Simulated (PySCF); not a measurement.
F3OTa, charge -1, doublet, geometry from GFN2-xTB (such geometries of metal compounds can be far from the true shape) (the multiplicity is a formal guess) (core potentials on Ta) (in this run its highest filled SCF level lies above zero, so its values depend strongly on the basis, on diffuse functions most of all); PBE/def2-SV(P) (PySCF).

Input for PySCF:
```python
from pyscf import gto, scf, dft

mol = gto.Mole()
mol.atom = '''
    Ta    0.079342    0.056098   -0.013634
    O     1.352121    0.835253   -0.879220
    F     0.951084   -1.481904    0.778636
    F    -1.569071   -1.181176   -0.114988
    F    -1.227454    1.465617    0.228467
'''
mol.basis = 'def2-sv(p)'
mol.ecp = {'Ta': 'def2-sv(p)'}
mol.charge = -1
mol.spin = 1
mol.verbose = 4
mol.build()

mf = dft.UKS(mol)
mf.xc = 'pbe'
mf.kernel()
mf.analyze()
```

The log (banner, timings and long lists left out):

```
PySCF version 2.14.0

[INPUT] verbose = 4
[INPUT] num. atoms = 5
[INPUT] num. electrons = 49
[INPUT] charge = -1
[INPUT] spin (= nelec alpha-beta = 2S) = 1
[INPUT] symmetry False subgroup None
[INPUT] Mole.unit = angstrom
[INPUT] Symbol           X                Y                Z      unit          X                Y                Z       unit  Magmom
[...]
nuclear repulsion = 206.223889736233
number of shells = 35
number of NR pGTOs = 146
number of NR cGTOs = 81
basis = def2-sv(p)
ecp = {'Ta': 'def2-sv(p)'}

******** <class 'pyscf.dft.uks.UKS'> ********
method = UKS
initial guess = minao
damping factor = 0
level_shift factor = 0
DIIS = <class 'pyscf.scf.diis.CDIIS'>
diis_start_cycle = 1
diis_space = 8
diis_damp = 0
SCF conv_tol = 1e-09
SCF conv_tol_grad = None
SCF max_cycles = 50
direct_scf = True
direct_scf_tol = 1e-13
number electrons alpha = 25  beta = 24
XC library pyscf.dft.libxc version 7.1.2
    S. Lehtola, C. Steigemann, M. J. T. Oliveira, and M. A. L. Marques,  SoftwareX 7, 1–5 (2018)
XC functionals = pbe
    J. P. Perdew, K. Burke, and M. Ernzerhof,  Phys. Rev. Lett. 77, 3865 (1996)
    J. P. Perdew, K. Burke, and M. Ernzerhof,  Phys. Rev. Lett. 78, 1396 (1997)
    J. P. Perdew, K. Burke, and M. Ernzerhof,  Phys. Rev. Lett. 77, 3865 (1996)
    J. P. Perdew, K. Burke, and M. Ernzerhof,  Phys. Rev. Lett. 78, 1396 (1997)
radial grids:
    Treutler-Ahlrichs [JCP 102, 346 (1995); DOI:10.1063/1.469408] (M4) radial grids

becke partition: Becke, JCP 88, 2547 (1988); DOI:10.1063/1.454033
pruning grids: <function nwchem_prune>
grids dens level: 3
symmetrized grids: False
atomic radii adjust function: <function treutler_atomic_radii_adjust>
small_rho_cutoff = 0
Set gradient conv threshold to 3.16228e-05
tot grids = 80880
init E= -418.548366287955

cycle= 1 E= -431.157611248627  delta_E= -12.6  |g|= 0.783  |ddm|= 5.57
cycle= 2 E= -430.704603251741  delta_E= 0.453  |g|= 1.32  |ddm|= 2.48
cycle= 3 E= -431.297463670431  delta_E= -0.593  |g|= 0.565  |ddm|= 1.73
cycle= 4 E= -431.437880820837  delta_E= -0.14  |g|= 0.0983  |ddm|= 0.555
cycle= 5 E= -431.436252404254  delta_E= 0.00163  |g|= 0.122  |ddm|= 0.15
cycle= 6 E= -431.441829842842  delta_E= -0.00558  |g|= 0.0106  |ddm|= 0.0919
cycle= 7 E= -431.441869508802  delta_E= -3.97e-05  |g|= 0.00518  |ddm|= 0.013
cycle= 8 E= -431.441879548531  delta_E= -1e-05  |g|= 0.00174  |ddm|= 0.00545
cycle= 9 E= -431.441880717006  delta_E= -1.17e-06  |g|= 0.000349  |ddm|= 0.00184
[...]
converged SCF energy = -431.441880786267  <S^2> = 0.75236114  2S+1 = 2.0023597
Total Energy =                        -431.441880786267348
[...]
spin_pop of  0 Ta 5dyz      0.04825
spin_pop of  0 Ta 5dz^2     0.00659
spin_pop of  0 Ta 5dxz      0.01428
spin_pop of  0 Ta 5dx2-y2    0.10235
spin_pop of  0 Ta 6dxy      0.05313
spin_pop of  0 Ta 6dyz      0.01256
spin_pop of  0 Ta 6dz^2     0.00104
spin_pop of  0 Ta 6dxz      0.00914
spin_pop of  0 Ta 6dx2-y2    0.03663
spin_pop of  1 O 1s        0.00000
spin_pop of  1 O 2s        0.00990
spin_pop of  1 O 3s        0.01522
spin_pop of  1 O 2px      -0.00936
spin_pop of  1 O 2py      -0.01084
spin_pop of  1 O 2pz       0.00560
spin_pop of  1 O 3px       0.00030
spin_pop of  1 O 3py       0.00039
spin_pop of  1 O 3pz       0.00166
spin_pop of  1 O 3dxy      0.00006
spin_pop of  1 O 3dyz      0.00008
spin_pop of  1 O 3dz^2     0.00008
spin_pop of  1 O 3dxz      0.00006
spin_pop of  1 O 3dx2-y2    0.00000
spin_pop of  2 F 1s        0.00000
spin_pop of  2 F 2s        0.00576
spin_pop of  2 F 3s        0.00794
spin_pop of  2 F 2px      -0.00083
spin_pop of  2 F 2py      -0.00479
spin_pop of  2 F 2pz       0.00171
spin_pop of  2 F 3px       0.00020
spin_pop of  2 F 3py       0.00044
spin_pop of  2 F 3pz       0.00370
spin_pop of  2 F 3dxy      0.00001
spin_pop of  2 F 3dyz      0.00010
spin_pop of  2 F 3dz^2     0.00001
spin_pop of  2 F 3dxz      0.00000
spin_pop of  2 F 3dx2-y2    0.00004
spin_pop of  3 F 1s       -0.00000
spin_pop of  3 F 2s        0.00591
spin_pop of  3 F 3s        0.01170
spin_pop of  3 F 2px       0.00442
spin_pop of  3 F 2py      -0.00033
spin_pop of  3 F 2pz       0.00961
spin_pop of  3 F 3px       0.00043
spin_pop of  3 F 3py       0.00051
spin_pop of  3 F 3pz       0.00255
spin_pop of  3 F 3dxy      0.00001
spin_pop of  3 F 3dyz      0.00002
spin_pop of  3 F 3dz^2     0.00004
spin_pop of  3 F 3dxz      0.00005
spin_pop of  3 F 3dx2-y2    0.00001
spin_pop of  4 F 1s        0.00000
spin_pop of  4 F 2s        0.00573
spin_pop of  4 F 3s        0.01097
spin_pop of  4 F 2px      -0.00363
spin_pop of  4 F 2py      -0.00129
spin_pop of  4 F 2pz       0.00098
spin_pop of  4 F 3px       0.00013
spin_pop of  4 F 3py       0.00042
spin_pop of  4 F 3pz       0.00147
spin_pop of  4 F 3dxy      0.00001
spin_pop of  4 F 3dyz      0.00001
spin_pop of  4 F 3dz^2     0.00004
spin_pop of  4 F 3dxz      0.00007
spin_pop of  4 F 3dx2-y2    0.00001
In total            25.00000 | 24.00000

WARN: System has nonzero charge -1; the dipole moment is origin-dependent.
Location of origin: [0. 0. 0.]

Dipole moment(X, Y, Z, Debye):  0.22553,  0.23570,  0.36946
```
